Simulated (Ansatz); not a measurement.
Basis-set series for `CC1(Cl)CB1F`. Total charge 0; spin multiplicity 1. The geometry is a stationary point of PBE0-D4/def2-TZVP.

| functional | basis | functions | energy (Eh) | HOMO (eV) | LUMO (eV) |
| --- | --- | --- | --- | --- | --- |
| PBE0-D4 | def2-TZVPP | 267 | -701.92146 | -7.28 | -1.21 |
| PBE0-D4 | def2-QZVPP | 505 | -701.94805 | -7.30 | -1.25 |
| ωB97M-V | def2-TZVPP | 267 | -702.22446 | -9.52 | 0.89 |
| ωB97M-V | def2-QZVPP | 505 | -702.24958 | -9.55 | 0.80 |

Q: Give the rows for def2-SVP. (An estimate is asked.)

A: Ansatz gave: 
| functional | basis | functions | energy (Eh) | HOMO (eV) | LUMO (eV) |
| --- | --- | --- | --- | --- | --- |
| PBE0-D4 | def2-SVP | 113 | -701.48839 | -7.16 | -1.06 |
| ωB97M-V | def2-SVP | 113 | -701.78373 | -9.37 | 1.12 |

Positive LUMOs are unbound and depend on the basis.
